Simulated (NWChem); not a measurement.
System: CH$_{5}$GaS; SMILES C[S][GaH2]

```xyz
8

Ga     0.0658    -1.0389     0.0000
H     -1.0308    -2.1652     0.0007
H      1.6347    -1.2066    -0.0010
S     -0.6952     1.0319    -0.0001
C      0.8404     2.0460     0.0001
H      0.8476     2.6848     0.9039
H      0.8419     2.6928    -0.8981
H      1.7489     1.4139    -0.0056
```
Atoms are numbered in this order, from 1.

All runs: NWChem. Pople sets run with spherical d functions. The geometry was optimised at PBE-D3(BJ)/def2-SVP. LC-ωPBE (HJS hole) with 6-31G*; x = 1 − exp(−ω/0.25 bohr⁻¹) is a scale chosen for this fit.

| row | x | −ε(HOMO) (eV) |
|---|---|---|
| ω = 0.05 | 0.181 | 6.67 |
| ω = 0.15 | 0.451 | withheld |
| ω = 0.20 | 0.551 | 8.45 |
| ω = 0.35 | 0.753 | 9.45 |
| ω = 0.80 | 0.959 | 10.45 |

Q: Fit a straight line of the last column on the one before it, predict the withheld value, and compare with the run.

A: 
1. Means of the 4 shown rows: x = 0.6110, y = 8.755. Slope Σ(x − x̄)(y − ȳ)/Σ(x − x̄)² = 1.603/0.3298 = 4.862; intercept 5.784.
2. The shown rows scatter about the line by 0.008 (root mean square); the largest residual is -0.01, at ω = 0.20.
3. At x = 0.451 (ω = 0.15; inside the shown range) the line gives 7.98.
4. The run gives 7.96, -0.02 from the line.
